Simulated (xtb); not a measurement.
H3Cl2HfOSi, charge +2, quartet, at the geometry of the source list (GFN-xTB shapes and energies of metal compounds can be far from the true ones) (the multiplicity is a formal guess); GFN2-xTB (xtb 6.7.1).

xtb was given this input:
```
$ xtb mol.xyz --gfn 2 --chrg 2 --uhf 3 --json

# file mol.xyz
8

Hf     0.95880000     0.02130000     1.49190000
Cl     0.32810000    -0.74760000     3.48090000
Cl     1.31160000     2.18530000     1.86010000
O     -0.33520000    -0.11840000     0.17100000
Si    -0.55710000    -0.29870000    -1.49290000
H     -0.08010000     0.97970000    -2.05070000
H     -1.97430000    -0.58950000    -1.66540000
H      0.34820000    -1.43220000    -1.79480000
```

The log (banner, timings and long lists left out):

```
   ID    Z sym.   atoms
    1   72 Hf     1
    2   17 Cl     2, 3
    3    8 O      4
    4   14 Si     5
    5    1 H      6-8

           -------------------------------------------------
          |                Calculation Setup                |
           -------------------------------------------------

molecular fragmentation (1/2 indicates fragments):
11111112
# atoms in fragment 1/2:     7     1
 fragment masses (1/2) :      295.49        1.01
CMA distance (Bohr)    :   6.765
constraining FC (au)   :  0.0500

           -------------------------------------------------
          |                 G F N 2 - x T B                 |
           -------------------------------------------------

          ...................................................
          :                      SETUP                      :
          :.................................................:
          :  # basis functions                  47          :
          :  # atomic orbitals                  43          :
          :  # shells                           17          :
          :  # electrons                        29          :
          :  max. iterations                   250          :
          :  Hamiltonian                  GFN2-xTB          :
          :  restarted?                      false          :
          :  GBSA solvation                  false          :
          :  PC potential                    false          :
          :  electronic temp.          300.0000000     K    :
          :  accuracy                    1.0000000          :
          :  -> integral cutoff          0.2500000E+02      :
          :  -> integral neglect         0.1000000E-07      :
          :  -> SCF convergence          0.1000000E-05 Eh   :
          :  -> wf. convergence          0.1000000E-03 e    :
          :  Broyden damping             0.4000000          :
          :  net charge                          2          :
          :  unpaired electrons                  3          :
          ...................................................

 iter      E             dE          RMSdq      gap      omega  full diag
   1      2.5818608  0.258186E+01  0.386E+01    0.11       0.0  T
   2     -7.4057447 -0.998761E+01  0.325E+01    0.12       1.0  T
   3    -14.2568770 -0.685113E+01  0.199E+01    0.48       1.0  T
   4    -14.5911192 -0.334242E+00  0.165E+01    0.41       1.0  T
   5    -15.9696607 -0.137854E+01  0.121E+01    0.14       1.0  T
   6    -16.2727479 -0.303087E+00  0.105E+01    0.19       1.0  T
   7    -15.4789403  0.793808E+00  0.133E+01    0.24       1.0  T
   8    -16.3581753 -0.879235E+00  0.933E+00    0.21       1.0  T
   9    -16.1482261  0.209949E+00  0.996E+00    0.23       1.0  T
  10    -16.2056124 -0.573863E-01  0.924E+00    0.23       1.0  T
  11    -16.2277662 -0.221538E-01  0.890E+00    0.23       1.0  T
  12    -16.5148807 -0.287115E+00  0.672E+00    0.27       1.0  T
  13    -16.5215743 -0.669362E-02  0.668E+00    0.27       1.0  T
  14    -16.5734977 -0.519233E-01  0.588E+00    0.29       1.0  T
  15    -16.3892384  0.184259E+00  0.832E+00    0.36       1.0  T
  16    -16.3881439  0.109447E-02  0.825E+00    0.35       1.0  T
  17    -16.3893487 -0.120479E-02  0.751E+00    0.36       1.0  T
  18    -16.4532739 -0.639252E-01  0.701E+00    0.36       1.0  T
  19    -16.4522925  0.981402E-03  0.710E+00    0.36       1.0  T
  20    -16.4880421 -0.357496E-01  0.674E+00    0.37       1.0  T
  21    -16.4130170  0.750251E-01  0.764E+00    0.38       1.0  T
  22    -16.4674101 -0.543931E-01  0.715E+00    0.39       1.0  T
  23    -16.5023376 -0.349275E-01  0.682E+00    0.40       1.0  T
  24    -16.5511145 -0.487769E-01  0.626E+00    0.40       1.0  T
  25    -16.7153444 -0.164230E+00  0.498E+00    0.40       1.0  T
  26    -16.6787004  0.366441E-01  0.525E+00    0.40       1.0  T
  27    -16.6744871  0.421329E-02  0.527E+00    0.40       1.0  T
  28    -16.6433624  0.311247E-01  0.550E+00    0.40       1.0  T
[...]
         :: total energy             -16.854094054756 Eh    ::
[...]
        12        1.7933           -0.7813521             -21.2617
        13        1.5412           -0.7802310             -21.2312
        14        1.4216           -0.7797736             -21.2187
        15        1.2461           -0.7790107             -21.1980
        16        0.9998           -0.6525192             -17.7560 (HOMO)
        17        0.0002           -0.6366399             -17.3239 (LUMO)
        18        0.0000           -0.6341336             -17.2557
        19                         -0.6151412             -16.7388
        20                         -0.6049886             -16.4626
        21                         -0.5643246             -15.3561
        22                         -0.5518483             -15.0166
        23                         -0.5457857             -14.8516
        24                         -0.5147299             -14.0065
        25                         -0.4034459             -10.9783
        26                         -0.3991929             -10.8626
        27                         -0.3309367              -9.0052
       ...                                ...                  ...
        43                          0.4541952              12.3593
      -------------------------------------------------------------
                  HL-Gap            0.0158793 Eh            0.4321 eV
             Fermi-level           -0.7123433 Eh          -19.3838 eV

     #   Z          covCN         q      C6AA      α(0)
     1  72 Hf       2.439     0.695   457.515    56.597
     2  17 Cl       0.732     0.290    90.683    14.566
     3  17 Cl       0.732     0.253    91.697    14.647
     4   8 O        1.466    -0.395    20.934     6.167
     5  14 Si       3.794     0.595    94.575    18.607
     6   1 H        0.915     0.178     1.218     1.726
     7   1 H        0.920     0.200     1.097     1.638
     8   1 H        0.913     0.184     1.184     1.702

 Mol. C6AA /au·bohr⁶  :       3245.940603
 Mol. C8AA /au·bohr⁸  :     283824.714901
 Mol. α(0) /au        :        115.650514

Wiberg/Mayer (AO) data.
largest (>0.10) Wiberg bond orders for each atom

 ---------------------------------------------------------------------------
     #   Z sym  total        # sym  WBO       # sym  WBO       # sym  WBO
 ---------------------------------------------------------------------------
     1  72 Hf   3.269 --     2 Cl   1.135     3 Cl   1.122     4 O    0.874
                             5 Si   0.121
     2  17 Cl   1.507 --     1 Hf   1.135     3 Cl   0.234
     3  17 Cl   1.526 --     1 Hf   1.122     2 Cl   0.234
     4   8 O    2.365 --     5 Si   1.178     1 Hf   0.874
     5  14 Si   3.392 --     4 O    1.178     6 H    0.674     7 H    0.672
                             8 H    0.652     1 Hf   0.121
     6   1 H    0.795 --     5 Si   0.674
     7   1 H    0.758 --     5 Si   0.672
     8   1 H    0.761 --     5 Si   0.652
 ---------------------------------------------------------------------------

Topologies differ in total number of bonds
Writing topology from bond orders to xtbtopo.mol

molecular dipole:
                 x           y           z       tot (Debye)
 q only:        1.036       0.023       1.004
   full:        1.181      -0.085       1.259       4.392
molecular quadrupole (traceless):
                xx          xy          yy          xz          yz          zz
 q only:      -12.647       4.704     -12.727      16.244       4.713      25.374
  q+dip:      -13.337       5.060     -12.299      16.698       3.990      25.636
   full:      -13.235       5.517     -12.601      17.728       3.855      25.836

           -------------------------------------------------
          | TOTAL ENERGY              -16.854094054756 Eh   |
          | GRADIENT NORM               0.074403271050 Eh/α |
          | HOMO-LUMO GAP               0.432097449739 eV   |
           -------------------------------------------------

normal termination of xtb
```
